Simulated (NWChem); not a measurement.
System: C₃H₇FSi; SMILES F[SiH2]CC=C

The following NWChem deck was run.

```
start job
memory heap 200 mb stack 900 mb global 1100 mb
geometry units angstroms noautoz
  Si    -0.446857    -0.981313    -0.011446
  F      0.333262    -2.411264    -0.068115
  C      0.801037     0.405078     0.213436
  C      0.080216     1.690226     0.467459
  C     -0.177724     2.631709    -0.444800
  H     -1.185233    -0.812613    -1.294211
  H     -1.395156    -1.026991     1.138141
  H      1.465703     0.140994     1.053315
  H      1.421421     0.462251    -0.696146
  H     -0.301032     1.834192     1.486626
  H      0.174293     2.542740    -1.478023
  H     -0.742549     3.531163    -0.187542
end
basis spherical
  * library def2-svp
end
dft
  xc xpbe96 cpbe96
  iterations 150
  mulliken
end
task dft energy
```

Coordinates come from a PBE0/def2-SVP optimisation. Not confirmed as a minimum by frequencies.

Give the results of this calculation. (PBE/def2-SVP.) Quantities: basis functions; energy (Ha); highest occupied level (eV); orbital gap (eV); dipole (D).

The number of basis functions comes out as 109. The energy (Ha) is -507.23. The highest occupied level (eV) is -6.19 and the orbital gap (eV) is 5.19. The dipole (D) is 1.32.
